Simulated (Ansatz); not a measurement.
`O[SiH](O)[SiH](Cl)Cl` → 2 Cl• + 4 H• + 2 O• + 2 Si•  (atomization)

Gas-phase electronic energies from Ansatz, PBE0-D4/def2-TZVP geometries. CBS: MP2 limit from def2 TZ/QZ plus the TZ coupled-cluster correction, frozen cores. This one scheme is used for every species, atoms too. Functionals use def2-TZVPP. B3LYP here is the variant with VWN-RPA as its local correlation; programs differ in this. Open shells (•) are unrestricted, without spin–orbit coupling. Spin–orbit coupling would lower the free atoms: a little for Cl, O, Si. One conformer a species, not always the lowest.

```json
{"level": "r2SCAN-D4", "ΔE (kJ/mol)": "3552.5"}
{"level": "B3LYP-D4", "ΔE (kJ/mol)": "3503.0"}
{"level": "PBE0", "ΔE (kJ/mol)": "3478.4"}
{"level": "B3LYP", "ΔE (kJ/mol)": "3451.6"}
```

(1) What does CCSD(T)/CBS give? (Estimate.)

Largest T1 diagnostic among the species: 0.012.

## Answers

(1) The calculation gave: +3559.3 kJ/mol. The listed levels differ from it by -6.8, -56.3, -80.9, -107.7 kJ/mol.

From PBE to PBE0 (25 % exact exchange), in def2-TZVPP and without D4, ΔE moves by −60.0 kJ/mol: exact exchange takes away binding that semilocal exchange gives to molecules. The D4 term adds +51.5 kJ/mol with B3LYP and +27.3 kJ/mol with PBE0; it sums over pairs of atoms, weighted by their polarisabilities, and B3LYP, whose exchange is more repulsive, gets the larger term.

For atomizations the MP2-based limit and the directly extrapolated one differ by several kJ/mol either way, and by 10 to 25 for some Ge, Se and Sn compounds, so smaller differences from it don't rank the levels.
